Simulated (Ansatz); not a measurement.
Computed with Ansatz on PBE0-D4/def2-TZVP structures; ΔE is electronic, products minus reactants. CCSD(T)/CBS adds triple-zeta CCSD(T) − MP2 to the extrapolated MP2 energy (def2 sets, frozen cores). This one scheme is used for every species. Functionals use def2-TZVPP. Elements past krypton have def2 core potentials. For Ge, Te outer-core shells are correlated without core-valence functions, which leaves a few kJ/mol of doubt a bond. Scalar relativity is left out up to krypton. One conformer a species, not always the lowest.

Reaction (formal exchange of groups at a Te–Ge bond): `[GeH3][TeH]` + `C#CS` → `SC#C[TeH]` + GeH₄

```
      species  B2PLYP energy (Eh)
`[GeH3][TeH]`         -2346.88848
       `C#CS`          -475.37444
  `SC#C[TeH]`          -743.22165
         GeH₄         -2079.01202
```

Task: Work out ΔE.

Result: ΔE = (-743.22165) + (-2079.01202) − (-2346.88848) − (-475.37444) = 0.02925 Eh = +76.8 kJ/mol. CCSD(T)/CBS gives +80.3 kJ/mol.

Largest T1 diagnostic among the species: 0.013.

From r2SCAN to r2SCAN0 (25 % exact exchange), in def2-TZVPP and without D4, ΔE moves by +6.3 kJ/mol. In def2-TZVPP, CCSD(T) changes the Hartree–Fock value by −15.3 kJ/mol (the triples alone add −3.5 kJ/mol) and MP2 by −15.1 kJ/mol. Leaving LDA and LC-ωPBE aside and taking each functional with its dispersion term where it has one, the values, not all of them listed here, spread over 22.2 kJ/mol, from B97M-V to BHLYP-D4.
